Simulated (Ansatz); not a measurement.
Molecule: ZrH2 (charge 0, triplet). The spin state was set by rule; other spins were not relaxed. 
Coordinates optimised at B3LYP-D3(BJ)/def2-TZVP (Ansatz, a quantum-chemistry and plane-wave program):
```xyz
3

Zr     0.0309     0.0071     0.0318
H     -0.3599    -1.7271    -0.5339
H     -0.8769     1.4439    -0.7373
```
Charge 0, spin multiplicity 3.

Wanted: atomisation energy (electronic, to ground-state atoms), in kcal/mol. Valence correlation only, unless marked. UHF or UKS for open shells. Spin-orbit coupling is left out. The frozen core is the preceding noble-gas configuration, with the filled d and f shells of earlier blocks. Past Kr the def2 sets carry scalar-relativistic core potentials. The coupled-cluster limit lacks core correlation, which all-electron functionals hold. Basis-set limits of correlation are two-point, X^-3; Hartree-Fock from the larger set.

| level | program | atomisation energy (kcal/mol) |
|---|---|---|
| SVWN5/def2-TZVPD | Ansatz | 150.7 |
| PBE-D4/def2-TZVPD | Ansatz + dftd4 | (withheld) |
| B97M-V/def2-TZVPD | Ansatz | 141.2 |
| B3LYP-D3(BJ)/def2-TZVPD | Ansatz + dftd3 | 137.9 |
| PBE0/def2-QZVPP | Ansatz | (withheld) |
| r2SCANh/def2-TZVPD | Ansatz | 138.0 |
| HSE06-D3(BJ)/def2-TZVPD | Ansatz + dftd3 | 135.8 |
| HSE06-D4/def2-TZVPD | Ansatz + dftd4 | 136.1 |
| B2GP-PLYP-D3(BJ)/def2-TZVPD | Ansatz + dftd3 | 129.9 |
| B2GP-PLYP-D4/def2-TZVPD | Ansatz + dftd4 | 129.6 |
| B2GP-PLYP/def2-TZVPD | Ansatz | 129.2 |
| SCS-MP2/def2-TZVPPD | Ansatz | 127.6 |
| CCSD/def2-SVP | Ansatz | (withheld) |
| CCSD/def2-QZVPPD | Ansatz | (withheld) |
| CCSD(T)/CBS(def2-TZVPPD,def2-QZVPPD) | Ansatz | 132.0 |

Some entries are withheld; supply them.


- PBE-D4/def2-TZVPD, atomisation energy (kcal/mol): 138.1
- PBE0/def2-QZVPP, atomisation energy (kcal/mol): 136.7
- CCSD/def2-SVP, atomisation energy (kcal/mol): 122.6
- CCSD/def2-QZVPPD, atomisation energy (kcal/mol): 131.5
